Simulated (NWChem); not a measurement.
# Total energies of CHO₂

```xyz
4

O     -1.1753     0.0000    -0.1653
C      0.0000     0.0000     0.2092
O      1.1753     0.0000    -0.1653
H      0.0000     0.0000     1.3892
```
Charge 0, spin multiplicity 2.

The numbers come from NWChem runs, not from measurements. Structure: optimised with UPBE/def2-SVP, a minimum by its harmonic frequencies.

Basis set: def2-TZVP (99 functions).

```tsv
method	total energy (Ha)	relative cost
UHF	-188.16103	1
UMP2	-188.78638	under 3
UB2PLYP	-189.03674	under 3
UPBE	-188.97749	under 3
UB3LYP	-189.16450	under 3
UBP86	-189.17918	under 3
```

Total energies of different functionals aren't comparable as a measure of quality: only differences taken within one method are. The cost column gives rough processor time relative to UHF; each entry includes its own SCF.

The correlated methods keep 3 core orbitals frozen. B3LYP has NWChem's definition, with VWN1-RPA local correlation. The structure started from a generated list of species. The unpaired electrons of the parent sit in orbitals of symmetry a1 (C2v labels of the run); other states weren't searched. The stability of the SCF solutions was not checked. Open-shell Hartree-Fock references start from PBE0 orbitals; any time given for them includes that run.
